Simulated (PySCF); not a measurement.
# Relaxation of quartet TaF(OH)

Method: UPBE0 in PySCF with Ta def2-TZVP with ECP60, F def2-TZVP, O def2-TZVP, H def2-TZVP; scalar-relativistic core potentials, no spin–orbit coupling; density-fitted integrals. A (50,194) grid was used.

A hand-made linear (heavy-atom frame) start, of Cs symmetry, held to at least that symmetry:

```xyz
4
charge 0 multiplicity 4, angstrom
Ta   -0.0034    0.0000   -0.0172
F    -0.0034    0.0000    2.0828
O    -0.0034    0.0000   -2.1072
H     0.7320    0.0000   -2.7243
```

Optimiser trace:
```tsv
step	E − E(last) (kJ/mol)	largest gradient (Eh/bohr)
0	97.37	0.07123
1	24.74	0.02903
2	14.86	0.03018
3	8.72	0.00863
4	5.76	0.00750
5	3.37	0.00800
6	2.52	0.00283
7	2.24	0.00335
8	1.91	0.00443
9	1.35	0.00983
10	0.68	0.00831
11	0.55	0.00942
12	0.33	0.00474
13	0.25	0.00226
14	0.16	0.00177
15	0.04	0.00314
16	0.01	0.00057
17	0.00	0.00046
18	0.00	0.00042
19	0.00	0.00010
```

It ends at C∞v with O–H 0.952 Å, Ta–F 1.891 Å, Ta–O 1.880 Å; F–Ta–O 180.0°, H–O–Ta 180.0°. A frequency run shows a minimum.

Final geometry:
```xyz
4
charge 0 multiplicity 4, angstrom
Ta    0.0017    0.0000   -0.0138
F    -0.2246    0.0000    1.8640
O     0.2265    0.0000   -1.8799
H     0.3404    0.0000   -2.8255
```

Other spin states or occupations of the open shell can lie lower. Spin–orbit coupling, left out here, can matter for elements this heavy.

The relaxation took 74 s on 4 threads of a shared Arm Neoverse N1 host, with 108 basis functions and 20 gradients; the process peaked at 0.67 GiB. Launch command: `OMP_NUM_THREADS=4 python axn.py task.json out`.
